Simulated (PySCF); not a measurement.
Can point charges reproduce the dipole moment of `O=COc1cccc(F)c1`?

Coordinates (GFN2-xTB, Å) and charges (e) from the PBE0/pcSseg-1 density (PySCF):

```tsv
atom	x	y	z	Mulliken	IAO	Hirshfeld	ESP-fitted
O1	2.718	1.578	0.489	-0.3912	-0.4293	-0.2288	-0.5092
C2	2.852	0.554	-0.108	+0.4363	+0.4052	+0.1863	+0.6293
O3	1.928	-0.328	-0.463	-0.4483	-0.3004	-0.0769	-0.4822
C4	0.571	-0.188	-0.198	+0.1656	+0.1892	+0.0765	+0.6901
C5	-0.056	1.012	0.106	-0.0454	-0.1969	-0.0702	-0.5062
C6	-1.425	1.025	0.321	-0.0659	-0.1308	-0.0352	-0.0054
C7	-2.176	-0.133	0.233	-0.1308	-0.1993	-0.0679	-0.4229
C8	-1.525	-1.315	-0.077	+0.3293	+0.3023	+0.0924	+0.4954
F9	-2.237	-2.453	-0.171	-0.2807	-0.2661	-0.0819	-0.2056
C10	-0.163	-1.366	-0.295	-0.1443	-0.2129	-0.0801	-0.6022
H11	3.824	0.167	-0.461	+0.1061	+0.1321	+0.0634	+0.0349
H12	0.512	1.924	0.181	+0.1325	+0.1853	+0.0436	+0.2608
H13	-1.912	1.958	0.558	+0.1039	+0.1661	+0.0606	+0.1555
H14	-3.241	-0.133	0.399	+0.1115	+0.1723	+0.0586	+0.2125
H15	0.325	-2.295	-0.536	+0.1213	+0.1830	+0.0593	+0.2553
```

Q: Compute μ = Σ q r for each scheme (1 e·Å = 4.803 D) and compare with the dipole of the full density.

A: The full density gives (-0.01, -0.11, -0.63) D, 0.64 D in size; dipole vectors point from the negative to the positive end.

```json
{"scheme": "Mulliken", "μx": "-0.51", "μy": "1.34", "μz": "-0.20", "size (D)": "1.45", "share of the full size (%)": "227", "angle to the full dipole (°)": "91"}
{"scheme": "IAO", "μx": "0.49", "μy": "0.53", "μz": "-0.67", "size (D)": "0.98", "share of the full size (%)": "154", "angle to the full dipole (°)": "55"}
{"scheme": "Hirshfeld", "μx": "0.19", "μy": "-0.42", "μz": "-0.54", "size (D)": "0.71", "share of the full size (%)": "111", "angle to the full dipole (°)": "32"}
{"scheme": "ESP-fitted", "μx": "-0.01", "μy": "-0.07", "μz": "-0.69", "size (D)": "0.69", "share of the full size (%)": "109", "angle to the full dipole (°)": "4"}
```

Q: Which set comes closest?

A: Length of the difference vector: ESP-fitted 0.07 D, Hirshfeld 0.38 D, IAO 0.81 D, Mulliken 1.59 D. Closest: ESP-fitted. ESP charges are fitted to the potential around the molecule, whose slowest-falling term is the dipole's. The schemes that divide the density aren't constrained to reproduce the dipole.

Q: What is left for the Hirshfeld atoms' own dipoles?

A: The Hirshfeld atoms' densities add up to the full density, so μ = Σ q r + Σ (atomic dipoles). The atomic dipoles sum to (-0.01, -0.11, -0.63) − (0.19, -0.42, -0.54) = (-0.20, 0.31, -0.09) D, 0.38 D in size.

Q: With the origin at the mean of the coordinates, (0.000, 0.001, -0.001) Å, which are the largest single terms, by size, of the ESP-fitted dipole along the direction of the full one?

A: O1 +1.99, C10 -1.54, H15 +1.13, O3 -1.09, C8 +0.80 D; all 15 atoms together +0.69 D. The single terms depend on the origin, their sum doesn't.

Q: Give the size of the full dipole in other units.

A: 0.64 D = 0.251 au = 0.133 e·Å = 2.13 × 10⁻³⁰ C·m.

One conformer (not necessarily the lowest) at the GFN2-xTB geometry, without solvent, vibrations or thermal averaging.

Shape of the structure used: `[O:1]=[CH:2][O:3][c:4]1[cH:5][cH:6][cH:7][c:8]([F:9])[cH:10]1`: O1–C2–O3–C4 1°, C2–O3–C4–C5 20°.
